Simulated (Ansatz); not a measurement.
Consider the ligand exchange at the Hf–F bond: `[F][Hf]([SH])([SH])[SH]` + HCl → `[SH][Hf]([SH])([SH])[Cl]` + H–F.

Program: Ansatz. Geometries: PBE0-D4/def2-TZVP. ΔE: electronic, gas phase. CCSD(T)/CBS adds triple-zeta CCSD(T) − MP2 to the extrapolated MP2 energy (def2 sets, frozen cores). This one scheme is used for every species. DFT in def2-TZVPP. B3LYP here is the variant with VWN-RPA as its local correlation; programs differ in this. Elements past krypton have def2 core potentials. For Hf outer-core shells are correlated without core-valence functions, which leaves a few kJ/mol of doubt a bond. One conformer a species, not always the lowest.

CCSD(T)/CBS gives +0.12 eV.

Q: Another level gave +0.38 eV. Which?
A. BLYP/def2-TZVPP
B. BHLYP-D4/def2-TZVPP
C. B3LYP/def2-TZVPP
D. PBE-QIDH/def2-TZVPP

A: A. BLYP 0.38, PBE-QIDH 0.11, B3LYP 0.31, BHLYP-D4 0.18 eV.

Largest T1 diagnostic among the species: 0.016.

The D4 term adds −0.08 eV with B3LYP and −0.04 eV with PBE0; it sums over pairs of atoms, weighted by their polarisabilities, and B3LYP, whose exchange is more repulsive, gets the larger term. Leaving LDA and LC-ωPBE aside and taking each functional with its dispersion term where it has one, the values, not all of them listed here, spread over 0.19 eV, from PBE-QIDH to CAM-B3LYP-D4. LDA lies −0.06 eV from PBE without D4. At CCSD(T), def2-SVP lies +0.19 eV from the extrapolated value and def2-TZVPP +0.04 eV.
